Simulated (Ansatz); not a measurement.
Total energies of `c1coc(-c2ccc(-c3ccc(-c4ccc(-c5ccc(-c6ccc(-c7ccc(-c8ccc(-c9ccc(-c%10ccco%10)o9)o8)o7)o6)o5)o4)o3)o2)c1` from Ansatz at PBE-D4/def2-SVP, gas phase (1 Eh = 27.2114 eV = 2625.5 kJ/mol). The reference geometry is relaxed at r2SCAN-D4/def2-SVP.

```
                state   geometry  energy (Eh)
     charge 0 singlet  reference  -2285.43648
     charge 1 doublet  reference  -2285.24370
    charge -1 doublet  reference  -2285.48631
free C atom (triplet)          –    -37.75124
free O atom (triplet)          –    -74.91467
free H atom (doublet)          –     -0.49863
```

Single mean-field runs in def2-SVP are fitted with def2-universal-jkfit.

Problem. Work out the vertical ionisation energy to the doublet.

Solution. E(charge 1 doublet) − E(charge 0 singlet) = -2285.24370 − (-2285.43648) = 0.19278 Eh = 5.25 eV. For comparison, −ε of the highest occupied level is 4.05 eV at this level, 1.20 eV less.

Problem. Work out the vertical electron affinity, to the doublet.

Solution. E(charge 0 singlet) − E(charge -1 doublet) = -2285.43648 − (-2285.48631) = 0.04983 Eh = 1.36 eV. The basis lacks diffuse functions, which makes affinities too small.

Problem. Give the fundamental gap IE − EA, the Mulliken electronegativity (IE + EA)/2 and the hardness (IE − EA)/2.

Solution. From the values in Eh: IE − EA = 0.19278 − 0.04983 = 0.14295 Eh = 3.89 eV; (IE + EA)/2 = 3.30 eV; (IE − EA)/2 = 1.94 eV. The HOMO–LUMO gap of the same run is 1.58 eV, 2.31 eV smaller than the fundamental gap.

Problem. What is the binding energy per atom against free atoms?

Solution. Atoms: 40 × (-37.75124) + 10 × (-74.91467) + 22 × (-0.49863) = -2270.16616 Eh. Binding: -2270.16616 − (-2285.43648) = 15.27032 Eh = 415.53 eV, or 5.77 eV for each of 72 atoms (no zero-point energy, no counterpoise term).
